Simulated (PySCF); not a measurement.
## Broadened absorption spectrum of C4H5F3GeOSi

Species: C4H5F3GeOSi.
SMILES with atom numbers: `[O:1]=[C:2]([SiH2:3][C:4]#[C:5][GeH3:6])[C:7]([F:8])([F:9])[F:10]` (hydrogens: H11, H12 on Si3; H13, H14, H15 on Ge6)

Computed, not measured: PySCF, TDDFT CAM-B3LYP/def2-SVPD, vertical, gas phase, core orbitals frozen in the response. Geometry: PBE0-D3(BJ)/def2-SVP, one conformer, isolated molecule. Relativistic effects, spin–orbit coupling among them, are left out although an element past zinc is present. Torsions of this conformer, `[O:1]=[C:2]([SiH2:3][C:4]#[C:5][GeH3:6])[C:7]([F:8])([F:9])[F:10]`: O1–C2–Si3–C4 -160°, O1–C2–C7–F8 116°.

Each state is given a Gaussian of 0.25 eV full width at half maximum, with ε(max) = 2.175×10⁸ f / Δν̃ (Δν̃ the width in cm⁻¹). The width is an assumption, not a result. The curve ends short of the highest state used, and states not computed would add to its high-energy end.

```tsv
E (eV)	ε (L mol⁻¹ cm⁻¹)
3.09	0
3.18	3
3.27	21
3.36	68
3.45	106
3.54	81
3.64	26
3.73	4
3.82	0
3.91	0
4.00	0
4.09	0
4.19	0
4.28	0
4.37	0
4.46	0
4.55	0
4.64	0
4.74	0
4.83	0
4.92	0
5.01	0
5.10	0
5.19	0
5.29	2
5.38	11
5.47	52
5.56	217
5.65	538
5.74	681
5.83	428
5.93	163
6.02	453
6.11	1764
6.20	3460
6.29	3320
6.38	1574
6.48	322
6.57	50
6.66	29
6.75	389
6.84	3351
6.93	14081
7.03	29889
```

(1) Where are the band maxima, and which computed states make them?

(2) Does any computed singlet lie in the visible range?

(3) Coming from long wavelengths, where does ε first pass 100 L mol⁻¹ cm⁻¹?

(4) On this curve, what absorbance would a 10⁻⁴ mol/L sample give at 365 nm over a 1 cm path?

Results:

(1) 358 nm (3.46 eV), ε about 110, made up of S1 (100%); 217 nm (5.72 eV), ε about 690, made up of S3 (50%) and S4 (50%); 199 nm (6.24 eV), ε about 3700, made up of S5 (100%) (ε in L mol⁻¹ cm⁻¹; maxima over ε = 5, shares over 10%). At its high-energy end, 7.03 eV, the curve is still rising (ε about 30000, from S7). The states used: S1 3.46 eV (f 0.0010); S2 5.50 eV (f 0.0001); S3 5.71 eV (f 0.0032); S4 5.74 eV (f 0.0032); S5 6.24 eV (f 0.034); S6 6.45 eV (f 0.0004); S7 7.06 eV (f 0.292); S8 7.30 eV (f 0.0017); S9 7.42 eV (f 0.015); S10 7.63 eV (f 0.0006).

(2) No computed singlet lies in the visible range (380 to 750 nm); the lowest, at 358 nm, stands 0.20 eV above its violet end (3.26 eV); a Tamm–Dancoff triplet lies at 446 nm, without intensity as long as spin–orbit coupling is left out.

(3) At about 362 nm (3.43 eV), 0.04 eV below S1.

(4) 365 nm is 3.397 eV, where ε is about 89 L mol⁻¹ cm⁻¹, so A = ε c l ≈ 0.0089 (Beer–Lambert, with the gas-phase spectrum and the assumed width).

All these states lie below the vertical ionisation energy of 9.98 eV (ΔSCF).

On one thread, Arm Neoverse N1 (aarch64), no GPU, shared host with 64 logical CPUs at a one-minute load of 58, this took 20 min of wall time (grids of density and orbitals included) and 1.3 GiB of memory at its peak.
